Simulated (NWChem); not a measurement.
System: CH₅BO₂S; SMILES CSB(O)O

```xyz
10

B      0.0476     0.8307     0.0000
O     -0.7555     1.9474     0.0000
H     -0.2711     2.7905     0.0000
O      1.4251     0.8258     0.0000
H      1.8265     1.7121     0.0000
S     -0.8296    -0.7714     0.0000
C      0.5781    -1.9419     0.0000
H      1.2056    -1.8102    -0.9011
H      0.1461    -2.9599     0.0000
H      1.2056    -1.8102     0.9011
```
Atoms are numbered in this order, from 1.

Results from NWChem. Pople sets run with spherical d functions. The geometry was optimised at PBE-D3(BJ)/def2-SVP. Atomic charges in e: unrestrained fits to the electrostatic potential beside Mulliken populations; buried atoms are poorly determined by the fit.

For level Hartree-Fock/6-31G*:

- ESP B1: 0.82
- Mulliken B1: 0.72
- ESP O2: -0.71
- Mulliken O2: -0.75
- ESP O4: -0.70
- Mulliken O4: -0.75
- Mulliken C7: -0.64

Q: How do the values read with level B3LYP/def2-SVP instead?

A: 
- ESP B1: 0.60
- Mulliken B1: 0.00
- ESP O2: -0.59
- Mulliken O2: -0.14
- ESP O4: -0.59
- Mulliken O4: -0.16
- Mulliken C7: -0.09
